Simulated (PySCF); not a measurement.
BBr2, SMILES Br[B]Br (connectivity only; charge and spin as stated), charge +1, multiplicity 1.

Coordinates come from a B3LYP-D3(BJ)/def2-TZVP optimisation. The spin state was assumed, not searched. The isomer is the one that the SMILES or the coordinates give; other isomers of the formula were not compared.

Two levels are set side by side: TDA-PBE/def2-SVPD (PySCF) and TDA-LC-ωPBE/def2-SVPD (PySCF). Vertical, same geometry. The lowest singlet is HOMO−1→LUMO 50 %, HOMO→LUMO+1 50 % with PBE and HOMO−1→LUMO 50 %, HOMO→LUMO+1 50 % with the other functional; states are paired by order. Differences are taken from unrounded values.

```tsv
quantity	TDA-PBE
lowest singlet excitation (eV)	5.25
lowest triplet excitation (TDA) (eV)	4.81
first bright state (f over 0.05) (eV)	7.68
its oscillator strength	0.96
```

**Question.** These are the TDA-PBE values. What does TDA-LC-ωPBE give? (Estimate from the structure and the level; the computed values follow.)

**Answer.** 
| quantity | TDA-LC-ωPBE | TDA-PBE minus TDA-LC-ωPBE |
|---|---|---|
| lowest singlet excitation (eV) | 5.77 | -0.53 |
| lowest triplet excitation (TDA) (eV) | 5.26 | -0.45 |
| first bright state (f over 0.05) (eV) | 8.05 | -0.38 |
| its oscillator strength | 1.07 | -0.11 |

Functionals without exact exchange tend to place singlet excitations lower, as here. Differences between two approximate levels are no errors against the true value.

Rough cost on one machine, each run with all the roots and properties that it gave: TDA-LC-ωPBE against TDA-PBE within a factor of 2.
